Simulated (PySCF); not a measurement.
C₇H₄FO (charge +1).
InChI=1S/C7H4FO/c1-2-7-5-6(8)3-4-9-7/h1,3-5H/q+1

Computed, not measured: TDDFT wB97X-D/def2-SVPD, vertical, gas phase, core orbitals frozen in the response in PySCF. Geometry: PBE0-D3(BJ)/def2-SVP; no solvent, vibrations or thermal averaging.

Question: Predict the UV-vis stick spectrum at this level.

Answer: 

```tsv
state	E (eV)	ν̃ (cm⁻¹)	f	|μ| (D)	symmetry	main configurations (H = HOMO, L = LUMO)
S1	4.33	34890	0.0000	0.02	–	H-1→L (87%), H-1→L+1 (9%)
S2	4.46	36000	0.335	4.45	A′	H→L (94%)
S3	5.68	45810	0.030	1.18	A′	H→L+1 (76%), H-2→L (9%)
S4	6.22	50170	0.095	2.01	A′	H-2→L (61%), H-3→L (22%)
S5	6.42	51790	0.0000	0.01	–	H→L+2 (62%), H-1→L+1 (24%)
S6	6.50	52450	0.0002	0.09	–	H-1→L+1 (61%), H→L+2 (27%)
S7	6.64	53580	0.128	2.25	A′	H-3→L (48%), H-2→L (22%), H→L+1 (18%)
S8	6.85	55260	0.0006	0.15	–	H-4→L (86%), H-5→L (9%)
S9	7.16	57780	0.0001	0.04	–	H-5→L (86%)
S10	7.43	59920	0.426	3.89	A′	H-2→L+1 (78%), H-3→L (11%)
```

Triplets (Tamm–Dancoff): T1 3.08 eV, H→L (92%); T2 4.12 eV, H-1→L (84%), H-1→L+1 (11%); T3 4.17 eV, H→L+1 (71%), H-3→L (9%); T4 4.58 eV, H-2→L (82%).

The lowest singlet comes at 287 nm (417 kJ/mol) in the ultraviolet; it is dark (f under 0.0005); its leading configuration is HOMO-1→LUMO (87%). The strongest level in the table is S10 at 7.43 eV (167 nm, f = 0.426). It is the last of those listed, so stronger ones may follow. Löwdin shares by element: HOMO carbon 75% or more (atoms not listed hold the other 25%); LUMO carbon 49% or more, oxygen 14% (atoms not listed hold the other 37%). Of the 10 states listed, 5 reach f = 0.01 and 4 stay under 0.0005. Orbital energies (eV): HOMO-3 -16.95, HOMO-2 -16.42, HOMO-1 -15.28, HOMO -14.50, LUMO -6.20, LUMO+1 -4.88, LUMO+2 -2.58. The oscillator strengths of these states sum to 1.015; summed over the whole spectrum of an exact calculation they would give the number of electrons, 62 (Thomas–Reiche–Kuhn). No computed singlet lies in the visible range (380 to 750 nm); the lowest, at 287 nm, stands 1.06 eV above its violet end (3.26 eV); a Tamm–Dancoff triplet lies at 402 nm, without intensity as long as spin–orbit coupling is left out. All these states lie below the vertical ionisation energy of 14.72 eV (ΔSCF). Symmetry labels in Cs follow from the direction of the transition dipole and are given only for states with f of 0.002 or more. Singlets were solved by full linear response, triplets in the Tamm–Dancoff approximation.
